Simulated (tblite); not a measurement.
BCl2, doublet, geometry from GFN2-xTB; GFN1-xTB in tblite.

Here is a job for tblite.
```
$ tblite run mol.xyz --method gfn1 --charge 0 --spin 1 --guess eeq --json tblite.json --no-restart

# file mol.xyz
3

B     -0.01065557     0.71135712    -0.06266828
Cl     1.48570467    -0.08446017    -0.01439496
Cl    -1.48257068    -0.12476251     0.03282680
```

Question: Write the output that tblite gives for this input, abridged.

Answer: 
```
xTB calculator
 | screened Coulomb repulsion
 | Coulomb electrostatics
 |  * isotropic Klopman-Ohno-Mataga-Nishimoto electrostatics
 |  * onsite third-order electrostatics
 | DFT-D3(BJ) dispersion correction

halogen bonding energy    0.0000000000000E+00 Eh
repulsion energy          3.8772003568846E-02 Eh
dispersion energy        -8.9861372675582E-04 Eh
number of electrons       1.7000000000000E+01 e
integral cutoff           2.1261634374110E+01 bohr

------------------------------------------------------------
  cycle        total energy    energy error   density error
------------------------------------------------------------
      1     -9.888274956274  -9.9261483E+00   3.6293673E-01
      2     -9.892413026884  -4.1380706E-03   2.2084766E-01
      3     -9.892396318759   1.6708125E-05   3.3406204E-02
      4     -9.892480893359  -8.4574600E-05   2.4820456E-03
      5     -9.892483816573  -2.9232141E-06   9.7029656E-04
      6     -9.892484049460  -2.3288755E-07   1.5528591E-04
      7     -9.892484059205  -9.7444435E-09   3.6656543E-07
------------------------------------------------------------

electronic energy        -9.9303574490467E+00 Eh
total energy             -9.8924840592046E+00 Eh

Post processing:
 | Mayer-Wiberg bond orders

[Info] JSON dump of results written to 'tblite.json'
```
